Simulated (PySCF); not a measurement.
Compound: C4H3F2S (doublet state).
Bonds: F1–C2, C2–C3 (double), C3–F4, C3–S5, S5–C6, C6–C7, C2–C7. Hydrogens: H8, H9 on C6; H10 on C7.

Identity: `FC1=C(F)SC[CH]1` [radical].

Computed with UKS B3LYP, pcH-1 on C F H S, non-relativistic, mean-field spin-orbit, GIAO in PySCF 2.14.0. Isolated species at its GFN2-xTB geometry, gas phase. A GFN2-xTB geometry isn't a minimum of the functional, and hyperfine couplings can be far from their values at a DFT geometry. The SCF solution wasn't tested for stability.

**Question.** Break the g tensor into its mass correction, gauge correction and orbital-Zeeman/spin–orbit terms.

**Answer.** 
```json
{"Δg (ppm)": "relativistic mass correction", "1": "-189", "2": "-189", "3": "-189"}
{"Δg (ppm)": "gauge correction", "1": "-5", "2": "33", "3": "39"}
{"Δg (ppm)": "orbital Zeeman/spin–orbit", "1": "-176", "2": "2988", "3": "4983"}
{"Δg (ppm)": "total", "1": "-370", "2": "2832", "3": "4832"}
```

So g = 2.00195, 2.00515, 2.00715 and g_iso = 2.00475; the tensor is rhombic: the two nearest values differ by 38 % of g3 − g1. Axes: g2 points within 11° of the C6–C7 bond and g3 points within 2° of the C3–F4 bond.

**Question.** What are the electron Larmor frequencies g μB B/h along the three axes at 340 mT?

**Answer.** 9.5267, 9.5420, 9.5515 GHz for g1, g2 and g3, a range of 24.8 MHz.

**Question.** What effective moment and Curie constant follow for a powder?

**Answer.** With the mean of g² = 4.0190 and S(S+1) = 0.75: μ_eff = √(⟨g²⟩S(S+1)) = 1.736 μB and χT = 0.12505·⟨g²⟩·S(S+1) = 0.377 cm³ K/mol (cgs; spin-Hamiltonian part alone).

**Question.** How much does each term add to the isotropic shift?

**Answer.** The orbital-Zeeman/spin–orbit term 2598, the mass correction -189 and the gauge correction 22 ppm, for a total of 2431 ppm. The orbital-Zeeman/spin–orbit term is the largest in size. The mass correction is the same along every axis, so the anisotropy comes from the other two: their spans along these axes are 44 (gauge) and 5158 ppm (orbital Zeeman/spin–orbit).

**Question.** In a frozen sample, at which fields do the three g values resonate at 9.5, 34, 94 and 263 GHz (hyperfine left aside), and which band first spreads them over more than twice a line width of 0.5 mT?

**Answer.** 
```json
{"band": "X", "GHz": "9.5", "B(g3) mT": "338.17", "B(g2) mT": "338.50", "B(g1) mT": "339.05", "spread mT": "0.88"}
{"band": "Q", "GHz": "34.0", "B(g3) mT": "1210.28", "B(g2) mT": "1211.49", "B(g1) mT": "1213.43", "spread mT": "3.15"}
{"band": "W", "GHz": "94.0", "B(g3) mT": "3346.08", "B(g2) mT": "3349.42", "B(g1) mT": "3354.77", "spread mT": "8.70"}
{"band": "J", "GHz": "263.0", "B(g3) mT": "9361.90", "B(g2) mT": "9371.24", "B(g1) mT": "9386.23", "spread mT": "24.33"}
```

The spread grows in proportion to the frequency. Q band is the first where it exceeds 1.0 mT.

Largest spin populations (Mulliken): C7 (+0.54), C3 (+0.50), C2 (-0.18) and S5 (+0.12). The positive populations add up to 1.27 and the negative ones to -0.27, together 2S = 1. The angles at C7 add up to 360.0°, so it is planar.

The HOMO–LUMO gaps are 4.51 eV among the α and 5.02 eV among the β orbitals.

Hardware: Arm Neoverse V1, one thread, no GPU, shared host. Cost: 47 s of wall time (with the writing of density and orbital grids), 0.75 GiB resident at most.
